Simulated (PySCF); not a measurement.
# Working out the ionisation energy of O⁺

O⁺ [He] 2s2 2p3 (4S) → O²⁺ [He] 2s2 2p2 (3P). Calculation: PySCF 2.14, in aug-cc-pVQZ; no relativity, point nucleus. Frozen: 1s2. Energies in hartree (1 hartree = 27.21139 eV):

```
             part  O⁺ (lower)  O²⁺ (upper)
              UHF  -74.375732   -73.105150
MP2 opposite-spin   -0.075836    -0.068078
    MP2 same-spin   -0.031467    -0.014396
```

Q: What does Hartree-Fock give?

A: (-73.105150) − (-74.375732) = 1.270582 hartree = 34.574 eV.

Q: What do MP2 and SCS-MP2 (6/5 opposite-spin, 1/3 same-spin) give?

A: The opposite-spin parts differ by 0.211 eV and the same-spin parts by 0.465 eV. MP2: 34.574 + (0.211) + (0.465) = 35.250 eV. SCS-MP2: 34.574 + 1.2 × (0.211) + (0.465)/3 = 34.982 eV.

A first-order spin-orbit estimate adds -0.027 eV to MP2 (valence), giving 35.223 eV against 35.121 eV (measured; NIST Atomic Spectra Database, ionization energies).

What remains against the reference includes basis incompleteness, the frozen core and correlation beyond second order.
